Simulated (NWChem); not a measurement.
System: SiH2O2Cl2; SMILES O[Si](O)(Cl)Cl

```xyz
7

O     -0.1684     1.3671    -1.2252
Si     0.0000     0.0000    -0.3345
O      0.1684    -1.3671    -1.2252
Cl    -1.6808    -0.1006     0.8223
Cl     1.6808     0.1006     0.8223
H      0.6186     1.6934    -1.6738
H     -0.6186    -1.6934    -1.6738
```
Atoms are numbered in this order, from 1.

Results from NWChem. Geometry optimised at PBE0/def2-SVP; all other runs use it. 

```
quantity                                                         level  value
--------------------------------------------------  ------------------  -----
vertical, lowest state with f > 0.02, singlet (eV)  PBE/def2-SVPD, TDA   7.59
−ε(HOMO) (eV)                                             PBE/def2-SVP   7.39
dipole in solution (D) in water                     PBE0/def2-SVP, SMD    [?]
anisotropy (bohr³), static                               PBE/def2-SVPD   12.1
dipole (D)                                               PBE0/def2-SVP    [?]
highest harmonic frequency (cm⁻¹)                        PBE0/def2-SVP    [?]
```

### Question
Some entries are withheld; supply them.

### Answer

- dipole in solution (D) in water, value: 2.65
- dipole (D), value: 2.14
- highest harmonic frequency (cm⁻¹), value: 3925
